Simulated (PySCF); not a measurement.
C₄H₉NSi, SMILES N[SiH2]C1=CCC1.

Geometry: TPSSh-D3(BJ)/def2-SVP. The structure was generated by enumeration, and PubChem lists no compound with its InChIKey, so it may never have been made. Other conformers were not sampled.

Two levels are set side by side: PBE/def2-TZVP (PySCF) and CAM-B3LYP/def2-TZVP (PySCF). Same geometry, gas phase. Differences are taken from unrounded values.

| quantity | CAM-B3LYP | PBE | PBE minus CAM-B3LYP |
|---|---|---|---|
| orbital gap (eV) | 9.28 | 4.69 | -4.59 |
| highest occupied level (eV) | -8.38 | -5.86 | 2.51 |
| lowest empty level (eV) | 0.90 | -1.17 | -2.07 |
| dipole moment (D) | 1.00 | 1.00 | 0.00 |
| mean polarisability (bohr³) | 78.3 | 82.3 | 4.0 |

PBE's occupied levels lie high since its potential decays too fast outside the molecule; exact exchange lowers them and widens the gap. PBE's more diffuse valence density responds more strongly to a field. Differences between two approximate levels are no errors against the true value.

Rough cost on one machine, each run with all the roots and properties that it gave: CAM-B3LYP against PBE within a factor of 2.
